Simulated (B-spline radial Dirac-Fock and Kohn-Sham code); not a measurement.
How the settings move the core levels of Zn³⁺

ΔSCF core binding energies without Breit or QED terms, calculated with a B-spline atomic structure program. Keys: rel is the Hamiltonian (dirac, or spin-free x2c and nr, where L3 and M5 stand for the whole 2p and 3d shells), method is hf or an exchange,correlation pair (spin-unpolarised, also for the hole states), nuc the nuclear model, radius_factor scales its radius, rmax is the box in bohr, h the logarithmic mesh step, order the B-spline order, points the quadrature points per cell, c_factor scales the speed of light, and damp, ndamp, maxit and tol steer the iteration. The run stops when the commutator error falls below 10·tol·max(1, Z/10), or the numerical noise floor, and the energy has settled to about 1e-8 Ha; the virial ratio is −V/T.

Base input:

```json
{"items": [{"Z": 30, "q": 3, "cfg": [[1, 0, 2], [2, 0, 2], [2, 1, 6], [3, 0, 2], [3, 1, 6], [3, 2, 9]], "A": 64, "rrms": 3.9283, "do": "settings", "holes": ["K", "L3", "M5"],
  "settings": [{"rel": "dirac", "method": "hf", "nuc": "fermi", "radius_factor": 1.0, "rmax": 45.0, "h": 0.3, "order": 8, "points": 10, "c_factor": 1.0, "maxit": 60, "damp": 0.5, "ndamp": 3, "tol": 1e-08}]}]}
```

The ground state converged in 10 iterations, with total energy -1792.34246 Ha, virial ratio 1.98121 and highest orbital energy -62.62 eV. ΔSCF binding energies: K (1s) 9731.9 eV, L3 (2p3/2) 1076.9 eV. Holes are computed only in closed shells, and unreliable hole states are left out.

Changes from the base run:

```
                               changed setting  Δ total energy (Ha)  Δ K (eV)  Δ L3 (eV)  iterations
                                      h = 0.22              0.00000      0.00       0.00          10
                                 nuc = "gauss"             -0.00001      0.00       0.00          10
radius_factor = 0.8; order = 7; c_factor = 0.9                    ?         ?          ?           ?
  radius_factor = 0.8; order = 7; tol = 0.0001             -0.00310     +0.04       0.00           8
                               method = "b88,"             -0.23813    +20.11      -3.60          10
                                c_factor = 0.9             -4.04959    +29.04      -0.51          10
                           radius_factor = 0.8             -0.00310     +0.04       0.00          10
```

Question: What does the change radius_factor = 0.8; order = 7; c_factor = 0.9 do?

Answer: The total energy moves by -4.05292 Ha and the binding energies by K +29.08 eV, L3 -0.51 eV; the run takes 10 iterations.
